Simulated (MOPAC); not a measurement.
MOPAC input (MNDO):

```
MNDO PRECISE GNORM=0.05 LET XYZ UHF MS=0.5 GEO-OK AUX(PRECISION=9) THREADS=1
H3B2O

O    -0.07973000 1   -0.05152400 1    0.00435300 1
B    -1.17086600 1   -0.76812000 1   -0.00146900 1
H    -1.82319300 1   -1.02611800 1    0.96610300 1
B     1.05362500 1    0.66875400 1   -0.12661300 1
H     0.95342100 1    1.83703400 1   -0.33284300 1
H     2.09382400 1    0.09810100 1   -0.02767300 1
```

Output:

```
 *******************************************************************************
 **                                                                           **
 **                              MOPAC v23.2.5                                **
 **                                                                           **
 *******************************************************************************
 ** MOPAC's Digital Object Identifier: https://doi.org/10.5281/zenodo.6511958 **
 **                                                                           **
 ** Please cite the open-source release paper for use of this MOPAC version:  **
 ** J. E. Moussa and J. J. P. Stewart (2026)                                  **
 ** MOPAC: An open-source semiempirical molecular orbital program             **
 ** J. Open Source Softw., 11(119), 8025, https://doi.org/10.21105/joss.08025 **
 *******************************************************************************

                              MNDO CALCULATION RESULTS

 *******************************************************************************
 *  MNDO       - The MNDO Hamiltonian to be used
 *  GEO-OK     - OVERRIDE INTERATOMIC DISTANCE AND OTHER SAFETY CHECKS
 *  UHF        - UNRESTRICTED HARTREE-FOCK CALCULATION
 *  MS=        - IN MECI, MAGNETIC COMPONENT OF SPIN =  0.5
 *  LET        - OVERRIDE SOME SAFETY CHECKS
 *  PRECISE    - TIGHTER CRITERIA TO BE USED
 *  XYZ        - CARTESIAN COORDINATE SYSTEM TO BE USED
 *  GNORM      - EXIT WHEN GRADIENT NORM DROPS BELOW 0.050
 *  AUX        - OUTPUT AUXILIARY INFORMATION
 *******************************************************************************
MNDO PRECISE GNORM=0.05 LET XYZ UHF MS=0.5 GEO-OK AUX(PRECISION=9) THREADS=1
 H3B2O

   ATOM   CHEMICAL          X               Y               Z
  NUMBER   SYMBOL      (ANGSTROMS)     (ANGSTROMS)     (ANGSTROMS)

     1       O         -0.07973000  *  -0.05152400  *   0.00435300  *
     2       B         -1.17086600  *  -0.76812000  *  -0.00146900  *
     3       H         -1.82319300  *  -1.02611800  *   0.96610300  *
     4       B          1.05362500  *   0.66875400  *  -0.12661300  *
     5       H          0.95342100  *   1.83703400  *  -0.33284300  *
     6       H          2.09382400  *   0.09810100  *  -0.02767300  *

          CARTESIAN COORDINATES

    NO.       ATOM           X           Y           Z

     1         O         -0.0797     -0.0515      0.0044
     2         B         -1.1709     -0.7681     -0.0015
     3         H         -1.8232     -1.0261      0.9661
     4         B          1.0536      0.6688     -0.1266
     5         H          0.9534      1.8370     -0.3328
     6         H          2.0938      0.0981     -0.0277

  H: (MNDO): M.J.S. DEWAR, W. THIEL, J. AM. CHEM. SOC., 99, 4899, (1977)
  B: (MNDO): M.J.S. DEWAR, M.L. MCKEE, J. AM. CHEM. SOC., 99, 5231, (1977)
  O: (MNDO): M.J.S. DEWAR, W. THIEL, J. AM. CHEM. SOC., 99, 4899, (1977)

           Empirical Formula: H3 O B2  =     6 atoms

      MOLECULAR POINT GROUP   :   Cs

          UHF CALCULATION, NO. OF ALPHA ELECTRONS =    8
                           NO. OF BETA  ELECTRONS =    7

          Geometry optimization using EF

          DIAGONAL MATRIX USED AS START HESSIAN

 CYCLE:     1  GRAD.:    35.286 HEAT: -48.68577
 CYCLE:     2  GRAD.:   272.660 HEAT: -35.74392
 CYCLE:     3  GRAD.:   305.184 HEAT: -33.92959
 CYCLE:     4  GRAD.:   233.808 HEAT: -31.94687
 CYCLE:     5  GRAD.:   126.253 HEAT: -43.93630
 CYCLE:     6  GRAD.:   102.500 HEAT: -46.52284
 CYCLE:     7  GRAD.:    70.653 HEAT: -48.34653
 CYCLE:     8  GRAD.:    38.673 HEAT: -48.88525
 CYCLE:     9  GRAD.:    57.823 HEAT: -48.74718
 CYCLE:    10  GRAD.:    20.475 HEAT: -49.43416
 CYCLE:    11  GRAD.:     6.728 HEAT: -49.48367
 CYCLE:    12  GRAD.:     1.277 HEAT: -49.49634
 CYCLE:    13  GRAD.:     3.518 HEAT: -49.49832
 CYCLE:    14  GRAD.:     5.700 HEAT: -49.51225
 CYCLE:    15  GRAD.:     3.666 HEAT: -49.52664
 CYCLE:    16  GRAD.:     2.388 HEAT: -49.53015
 CYCLE:    17  GRAD.:     0.306 HEAT: -49.53461
 CYCLE:    18  GRAD.:     0.068 HEAT: -49.53472
 CYCLE:    19  GRAD.:     0.023 HEAT: -49.53472

     GRADIENT =  0.02310 IS LESS THAN CUTOFF =  0.05000

 -------------------------------------------------------------------------------
 MNDO PRECISE GNORM=0.05 LET XYZ UHF MS=0.5 GEO-OK AUX(PRECISION=9) THREADS=1
 H3B2O

     GEOMETRY OPTIMISED USING EIGENVECTOR FOLLOWING (EF).
     SCF FIELD WAS ACHIEVED

                              MNDO CALCULATION
                                                       MOPAC v23.2.5 Linux

          FINAL HEAT OF FORMATION =        -49.53472 KCAL/MOL =    -207.25326 KJ/MOL

          COSMO AREA              =         88.71 SQUARE ANGSTROMS
          COSMO VOLUME            =         69.54 CUBIC ANGSTROMS

          GRADIENT NORM           =          0.02310          =       0.00943 PER ATOM
          IONIZATION POTENTIAL    =          8.896492 EV
          ALPHA SOMO LUMO (EV)    =         -8.896  1.585
          BETA  SOMO LUMO (EV)    =        -12.138 -0.009
          NO. OF ALPHA ELECTRONS  =          8
          NO. OF BETA  ELECTRONS  =          7
          MOLECULAR WEIGHT        =         40.6431         POINT GROUP:  Cs

          MOLECULAR DIMENSIONS (Angstroms)

            Atom       Atom       Distance
            H     5    H     3     4.22108
            H     6    H     5     1.99394
            H     3    B     2     0.65361

          SCF CALCULATIONS        =         20

   ATOM   CHEMICAL          X               Y               Z
  NUMBER   SYMBOL      (ANGSTROMS)     (ANGSTROMS)     (ANGSTROMS)

     1       O         -0.07519470  *  -0.03949018  *   0.05593638  *
     2       B         -1.14905524  *  -0.75370121  *  -0.00083500  *
     3       H         -1.86628140  *  -1.06788056  *   0.88930794  *
     4       B          1.04446176  *   0.66009367  *  -0.14171428  *
     5       H          0.95769405  *   1.80550070  *  -0.37018690  *
     6       H          2.07314978  *   0.10459283  *  -0.07167393  *

                             CARTESIAN COORDINATES

   1    O       -0.075194702    -0.039490183     0.055936384
   2    B       -1.149055240    -0.753701207    -0.000835002
   3    H       -1.866281401    -1.067880556     0.889307941
   4    B        1.044461764     0.660093674    -0.141714282
   5    H        0.957694053     1.805500701    -0.370186895
   6    H        2.073149776     0.104592833    -0.071673933

           Empirical Formula: H3 O B2  =     6 atoms

      MOLECULAR POINT GROUP   :   Cs

          ALPHA EIGENVALUES
 -44.07481 -24.96524 -18.44979 -16.83537 -16.71781 -15.44050 -12.17265  -8.89649
   1.58509   1.87794   2.09511   4.39304   5.80051   6.27041   8.79751

           BETA EIGENVALUES
 -43.85220 -24.70593 -18.17186 -16.78810 -16.19705 -14.68558 -12.13787  -0.00859
   1.83081   2.22470   2.70237   4.68315   6.29946   6.62608   9.37642

              NET ATOMIC CHARGES AND DIPOLE CONTRIBUTIONS

  ATOM NO.   TYPE          CHARGE      No. of ELECS.   s-Pop       p-Pop
    1          O          -0.225643        6.2256     1.62290     4.60274
    2          B           0.133872        2.8661     1.47754     1.38859
    3          H          -0.051800        1.0518     1.05180
    4          B           0.211654        2.7883     1.19442     1.59393
    5          H          -0.034041        1.0340     1.03404
    6          H          -0.034042        1.0340     1.03404
 DIPOLE           X         Y         Z       TOTAL
 POINT-CHG.     0.373     0.183    -0.354     0.546
 HYBRID         0.159     0.187     0.473     0.533
 SUM            0.532     0.370     0.118     0.659

          ATOMIC ORBITAL ELECTRON POPULATIONS

     Atom    s        px        py        pz
    1  O   1.62290   1.37970   1.57200   1.65104
    2  B   1.47754   0.49529   0.34795   0.54534
    3  H   1.05180
    4  B   1.19442   0.64894   0.70289   0.24209
    5  H   1.03404
    6  H   1.03404

                    (SZ)    =    0.500000
                    (S**2)  =    0.756907

          ATOMIC ORBITAL SPIN POPULATIONS

    Atom   Total    s     px     py     pz
         Atomic
    1  O  0.0664  0.015  0.007  0.003  0.041
    2  B  0.5872  0.283 -0.004  0.026  0.282
    3  H  0.3001  0.300
    4  B  0.0502  0.004  0.002 -0.000  0.045
    5  H -0.0020 -0.002
    6  H -0.0020 -0.002

 **********************
 *                    *
 * JOB ENDED NORMALLY *
 *                    *
 **********************

 == MOPAC DONE ==
```

The geometry given is a B3LYP-D3(BJ)/def2-TZVP minimum.
